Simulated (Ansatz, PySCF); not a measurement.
AlH7O2Si2, SMILES [Al]([OH])([OH])[SiH2][SiH3]. Atoms are numbered in the order given.

```xyz
12

Si     2.4675    -0.7449     0.4306
Si     0.5715    -0.8312    -0.9587
Al    -1.2537     0.3897     0.0661
O     -1.3589     2.0659    -0.2422
O     -2.3106    -0.4719     1.0940
H      3.6261    -1.4824    -0.1492
H      2.1476    -1.3395     1.7606
H      2.8717     0.6744     0.6470
H      0.9416    -0.2474    -2.2827
H      0.2170    -2.2663    -1.1711
H     -1.9932     2.7057     0.0989
H     -3.0596    -0.1444     1.6037
```
Charge 0, spin multiplicity 1.

Geometry: TPSSh-D3(BJ)/def2-SVP. The structure was generated by enumeration; whether it is a known compound was not checked. Other conformers were not sampled.

Two levels are set side by side: PBE-D3(BJ)/def2-SVP (Ansatz, an electronic-structure program) and TPSSh-D3(BJ)/def2-SVP (PySCF). Each level has its own optimised geometry; the coordinates shown are those of the second. Frequencies come from the Hessian of PySCF at each geometry. Differences are taken from unrounded values.

```csv
quantity,TPSSh-D3(BJ)
mean bond length (Å),1.598
bond Si1–Si2 (Å),2.352
bond Si2–Al3 (Å),2.423
bond Al3–O4 (Å),1.708
bond Al3–O5 (Å),1.708
bond Si1–H6 (Å),1.491
bond Si1–H7 (Å),1.492
bond Si1–H8 (Å),1.491
bond Si2–H9 (Å),1.494
bond Si2–H10 (Å),1.494
bond O4–H11 (Å),0.963
bond O5–H12 (Å),0.963
highest harmonic wavenumber (cm⁻¹),3896
mean harmonic wavenumber (cm⁻¹),1010
zero-point energy (kcal/mol),43.34
```

Task: What does PBE-D3(BJ) give, and how far is it from TPSSh-D3(BJ)? (Estimate from the structure and the level; the computed values follow.)

Result: 
```
quantity                            PBE-D3(BJ)  PBE-D3(BJ) minus TPSSh-D3(BJ)
----------------------------------  ----------  -----------------------------
mean bond length (Å)                     1.608                          0.010
bond Si1–Si2 (Å)                         2.355                          0.003
bond Si2–Al3 (Å)                         2.424                          0.000
bond Al3–O4 (Å)                          1.719                          0.011
bond Al3–O5 (Å)                          1.719                          0.011
bond Si1–H6 (Å)                          1.506                          0.016
bond Si1–H7 (Å)                          1.507                          0.015
bond Si1–H8 (Å)                          1.507                          0.015
bond Si2–H9 (Å)                          1.508                          0.015
bond Si2–H10 (Å)                         1.508                          0.015
bond O4–H11 (Å)                          0.969                          0.006
bond O5–H12 (Å)                          0.969                          0.006
highest harmonic wavenumber (cm⁻¹)        3819                            -77
mean harmonic wavenumber (cm⁻¹)            977                            -33
zero-point energy (kcal/mol)             41.90                          -1.44
```

GGA bonds tend to be longer and softer than those of functionals with exact exchange. Differences between two approximate levels are no errors against the true value.
